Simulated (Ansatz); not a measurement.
Total energies of CoF₂ from Ansatz at PBE-D4/def2-TZVPD, gas phase (1 Eh = 27.2114 eV = 2625.5 kJ/mol). The reference geometry is relaxed at r2SCAN-D4/def2-TZVP.

```xyz
3

Co    0.000    0.000    0.000
F    -0.027    1.603    0.623
F     0.027   -1.603   -0.623
```

```json
{"state": "charge 0 quartet", "geometry": "reference", "energy (Eh)": "-1582.20227"}
{"state": "charge -1 triplet", "geometry": "reference", "energy (Eh)": "-1582.27991"}
{"state": "free Co atom (quartet)", "geometry": "–", "energy (Eh)": "-1382.48428"}
{"state": "free F atom (doublet)", "geometry": "–", "energy (Eh)": "-99.67049"}
```

Problem. Work out the vertical electron affinity, to the triplet.

Solution. E(charge 0 quartet) − E(charge -1 triplet) = -1582.20227 − (-1582.27991) = 0.07764 Eh = 2.11 eV.

Problem. What is the binding energy per atom against free atoms?

Solution. Atoms: 1 × (-1382.48428) + 2 × (-99.67049) = -1581.82526 Eh. Binding: -1581.82526 − (-1582.20227) = 0.37701 Eh = 10.26 eV, or 3.42 eV for each of 3 atoms (no zero-point energy, no counterpoise term).

At PBE-D4/def2-TZVPD the highest occupied level of the charge -1 triplet lies above zero (up to 1.81 eV). By energy differences its removal costs 2.11 eV (vertical, to the charge 0 quartet, at PBE-D4/def2-TZVPD); a positive level beside a positive removal energy at the same level points to self-interaction error.
